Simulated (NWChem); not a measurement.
System: C4H6F2; SMILES F[C@H]1C[C@@H](F)C1

```xyz
12

F      0.0000     2.1426    -0.4539
C      0.0000     1.0568     0.3730
C      1.0768     0.0000     0.1130
C      0.0000    -1.0568     0.3730
F      0.0000    -2.1426    -0.4539
C     -1.0768     0.0000     0.1130
H      0.0000     1.4220     1.4136
H      1.9966     0.0000     0.7140
H      1.3285     0.0000    -0.9584
H      0.0000    -1.4220     1.4136
H     -1.3285     0.0000    -0.9584
H     -1.9966     0.0000     0.7140
```
Atoms are numbered in this order, from 1.

Results from NWChem. Pople sets run with spherical d functions. Geometry: optimised at PBE0/def2-SVP. Level TPSS/6-31G*: energy and gradient; each run changes one setting, and changes count from the defaults (medium grid, exact Coulomb integrals, symmetry on).

Problem. Which setting moves the energy most, and by about how much (tight SCF thresholds and tolerances; coarse grid; Becke weights; defaults; symmetry off)?

Solution. coarse grid, by about 200 μHa.
```tsv
setting	size of the energy change (μHa)	largest change of a gradient component (μHa/bohr)	time, defaults = 1 (rough)
defaults	< 10	< 30	about 1
symmetry off	< 10	other frame	3
Becke weights	20	50	about 1
coarse grid	200	200	about 1
tight SCF thresholds and tolerances	< 10	< 30	about 1
```
